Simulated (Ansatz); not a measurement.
Gas-phase electronic energies from Ansatz, PBE0-D4/def2-TZVP geometries. CBS: MP2 limit from def2 TZ/QZ plus the TZ coupled-cluster correction, frozen cores. Functionals use def2-TZVPP. B3LYP here is the variant with VWN-RPA as its local correlation; programs differ in this. def2 core potentials past Kr. For Y outer-core shells are correlated without core-valence functions, which leaves a few kJ/mol of doubt a bond. One conformer a species, not always the lowest.

`NB(S)[SiH2][SiH3]` + `[F][Y]([F])[F]` → `FB(S)[SiH2][SiH3]` + `[NH2][Y]([F])[F]`  (redistribution)

| level | ΔE (kJ/mol) | difference from CCSD(T)/CBS |
| --- | --- | --- |
| r2SCAN-D4 | 115.1 | -1.9 |
| PBE0-D4 | 117.8 | 0.8 |
| B3LYP-D4 | 115.9 | -1.1 |
| ωB97M-V | 115.8 | -1.2 |
| B2PLYP | 112.3 | -4.7 |
| PBE | 113.3 | -3.7 |
| r2SCAN | 114.1 | -2.9 |
| HF/def2-TZVPP | 106.9 | -10.1 |
| MP2/def2-TZVPP | 113.9 | -3.1 |
| SCS-MP2/def2-TZVPP | 111.2 | -5.8 |
| CCSD/def2-TZVPP | 107.7 | -9.3 |
| HF/def2-QZVPP | 111.1 | -5.9 |
| SCS-MP2/def2-QZVPP | 117.6 | 0.6 |
| HF/CBS(def2) | 111.7 | -5.3 |
| MP2/CBS(def2) | 122.8 | 5.8 |
| CCSD/CBS(def2) | 116.6 | -0.4 |
| CCSD(T)/CBS | 117.0 | 0 |

Largest T1 diagnostic among the species: 0.015.

The D4 term adds +5.4 kJ/mol with B3LYP and +3.0 kJ/mol with PBE0; it sums over pairs of atoms, weighted by their polarisabilities, and B3LYP, whose exchange is more repulsive, gets the larger term.
